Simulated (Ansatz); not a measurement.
`C=CB(O)[SeH]` → B• + 2 C• + 5 H• + O• + Se•  (atomization)

Isolated molecules relaxed with PBE0-D4/def2-TZVP in Ansatz; ΔE leaves out vibrations. CCSD(T)/CBS adds triple-zeta CCSD(T) − MP2 to the extrapolated MP2 energy (def2 sets, frozen cores). This one scheme is used for every species, atoms too. DFT in def2-TZVPP. No spin–orbit coupling; open shells (•) take unrestricted orbitals. Spin–orbit coupling would lower the free atoms: a little for B, C, O; clearly for Se. For Se outer-core shells are correlated without core-valence functions, so the limit isn't a true one: a few kJ/mol of doubt a bond, and 10 to 20 or more in all where bonds break to atoms. Scalar relativity is left out up to krypton. One conformer a species, not always the lowest.

Question: What is ΔE at CCSD(T)/CBS? (Best estimate.)

Answer: The calculation gave: +954.7 kcal/mol.

Question: What do these levels give: r2SCAN-D4, PBE0-D4, ωB97X-V, ωB97M-V, B2PLYP, PBE0, HF/def2-TZVPP, SCS-MP2/def2-TZVPP, CCSD/def2-TZVPP, CCSD(T)/def2-TZVPP, SCS-MP2/def2-QZVPP, HF/CBS(def2)? (An estimate is asked.)

Answer: Computed: r2SCAN-D4 961.4, PBE0-D4 960.4, ωB97X-V 953.9, ωB97M-V 956.0, B2PLYP 946.2, PBE0 955.9, HF/def2-TZVPP 699.5, SCS-MP2/def2-TZVPP 941.6, CCSD/def2-TZVPP 914.6, CCSD(T)/def2-TZVPP 930.9, SCS-MP2/def2-QZVPP 957.0, HF/CBS(def2) 700.2 kcal/mol.

Largest T1 diagnostic among the species: 0.014.

The D4 term adds +8.5 kcal/mol with B3LYP and +4.4 kcal/mol with PBE0; it sums over pairs of atoms, weighted by their polarisabilities, and B3LYP, whose exchange is more repulsive, gets the larger term. In def2-TZVPP, CCSD(T) changes the Hartree–Fock value by +231.4 kcal/mol (the triples alone add +16.3 kcal/mol) and MP2 by +252.2 kcal/mol; breaking electron pairs costs correlation energy, which Hartree–Fock lacks.

B3LYP here is the variant with VWN-RPA as its local correlation; programs differ in this.

For atomizations the MP2-based limit and the directly extrapolated one differ by several kJ/mol either way, and by 10 to 25 for some Ge, Se and Sn compounds, so smaller differences from it don't rank the levels.
